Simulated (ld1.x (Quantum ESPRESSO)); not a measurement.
# N: one change to an ultrasoft potential, before and after

```
Element                 : nitrogen (N)
Generator               : ld1.x (Quantum ESPRESSO) 7.5
Type                    : ultrasoft
Functional              : PW91
Relativity              : scalar-relativistic
Frozen core             : [He]
Valence charge          : 5
Reference configuration : 2s1 2p4
Partial waves           : 2s (bound): rcut 1.00, rcutus 1.25 bohr; 2s channel at 0.1 Ry: rcut 1.00, rcutus 1.25 bohr; 2p (bound): rcut 2.10, rcutus 2.55 bohr; 2p channel at 1.95 Ry: rcut 2.10, rcutus 2.55 bohr
Local potential         : all-electron potential smoothed inside 1.00 bohr (lloc = -1)
Core correction         : a·sin(br)/r model core inside 0.60 bohr
Augmentation charge     : PSQ, radius 0.90 bohr
```

All-electron outer shells of the reference configuration (PW91, scalar-relativistic, ld1.x):

| shell | level (eV) | outermost node (bohr) | outermost maximum (bohr) |
| --- | --- | --- | --- |
| 1s | -385.88 | – | 0.15 |
| 2s | -19.07 | 0.32 | 1.02 |
| 2p | -7.57 | – | 0.97 |

Change: wave 2p channel at 1.95 Ry: rcut 2.10, rcutus 2.55 bohr becomes 2p channel at -0.13 Ry: rcut 2.10, rcutus 2.55 bohr.

Cutoffs: the cutoffs (Ry, on a coarse ladder) from which the occupation-weighted sum of valence levels, in a spherical-Bessel basis at the reference potential, stays within 10 and 1 mRy of its value at 400 Ry; they do not see the model core or the augmentation charge, which bear on the density cutoff. Errors are all-electron minus pseudo energies relative to the spin-unpolarised reference configuration.

Question: How do hardness, ghosts and transferability respond?

Answer: The potential gets neither clearly harder nor softer (15 Ry and 25 Ry → 15 Ry and 25 Ry); the s channel sets the loose cutoff, while the largest relative change is in p, which becomes softer; of the 7 tests that both files solve, the error grows in 3 and shrinks in 0 by more than 15 % and 0.3 meV (median size 4.5 → 25.2 meV); the range in which the p phases agree narrows (upper end at the end of the scan → 0.5); neither file shows a bound ghost.

```csv
quantity,base,changed
"cutoff, loose",15 Ry,15 Ry
"cutoff, tight",25 Ry,25 Ry
loose cutoff by channel (10 mRy a level),"s 12 Ry, p 10 Ry","s 12 Ry, p 8 Ry"
bound ghosts,none,none
"error for 2s2 2p3, meV [ΔE -11.48 eV]",+0.9,+1.0
"error for 2s2 2p2, meV [ΔE 2.19 eV]",-4.5,-29
"error for 2s2 2p1, meV [ΔE 31.14 eV]",-32,-122
"error for 2s2 2p0, meV [ΔE 78.33 eV]",-25,-25
"error for 2s1 2p0, meV [ΔE 156.23 eV]",+99,+99
"error for 2s0 2p5, meV [ΔE 11.51 eV]",+1.1,+1.1
"error for 2s2 2p2.5, meV [ΔE -6.35 eV]",-0.3,-5.4
s: phases at 2.75 bohr within 0.05 rad from the reference energy up to (Ry; the scan ends near 5),to the end of the scan,to the end of the scan
p: phases at 2.75 bohr within 0.05 rad from the reference energy up to (Ry; the scan ends near 5),to the end of the scan,0.5
lowest overlap eigenvalue by channel,"s 0.55, p 0.79","s 0.55, p 0.47"
```
